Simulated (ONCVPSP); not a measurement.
mercury, ONCV: configuration errors across variants

- Element: Hg
- Generator: ONCVPSP 4.0.1
- Type: optimised norm-conserving Vanderbilt (ONCV)
- Functional: PBE
- Relativity: scalar-relativistic
- Frozen core: [Kr] 4d10 4f14
- Valence charge: 20
- Reference configuration: 5s2 5p6 5d10 6s1 (charge +1)
- Partial waves: 5s+6s: rc 1.35 bohr, ncon 3, nbas 7, qcut 10.4 1/bohr, 2 projectors; 5p: rc 1.60 bohr, ncon 4, nbas 8, qcut 7.2 1/bohr, 2 projectors, debl 2.6 Ha; 5d: rc 1.75 bohr, ncon 4, nbas 9, qcut 9.5 1/bohr, 2 projectors, debl 3.8 Ha; f scattering state at 0.03 Ha: rc 1.65 bohr, ncon 4, nbas 9, qcut 7.5 1/bohr, 1 projector
- Local potential: polynomial inside 0.95 bohr (lpopt 5, dvloc0 2 Ha)
- Core correction: Teter function, fcfact 5.5, rcfact 1.65

In the p channel the program set the typed energies aside and used -2.779, 0.250 Ha.

All-electron excitation energies from the reference (eV): (1) 5s2 5p6 5d10 6s2 -10.688; (2) 5s2 5p6 5d10 6s0 18.976; (3) 5s2 5p6 5d9 6s0 54.502; (4) 5s2 5p6 5d9 6s2 6p1 -0.316.

Errors AE − PS in meV (a dash: test not solved or not reliable):

| change | (1) | (2) | (3) | (4) | bound ghosts | GHOST(+) flags above zero |
| --- | --- | --- | --- | --- | --- | --- |
| base | +1.1 | -11 | -27 | -13 | none | s, p |
| p: rc 1.32 | +1.1 | -11 | -28 | -13 | none | s |
| p: rc 1.48 | +1.1 | -11 | -27 | -13 | none | s |
| p: rc 1.62 | +1.1 | -11 | -27 | -13 | none | s, p |
| p: rc 1.82 | +1.1 | -11 | -27 | -13 | none | s |
| p: rc 1.96 | +1.1 | -11 | -27 | -13 | none | s |
| p: rc 2.14 | +1.1 | -11 | -27 | -12 | none | s |
| p: rc 2.34 | +1.0 | -11 | -28 | -12 | none | s |

Task: Give the same row for: p: rc 1.08.

Result: +1.1, -11, -28, -13; bound ghosts: none; GHOST(+) flags above zero: s, p.
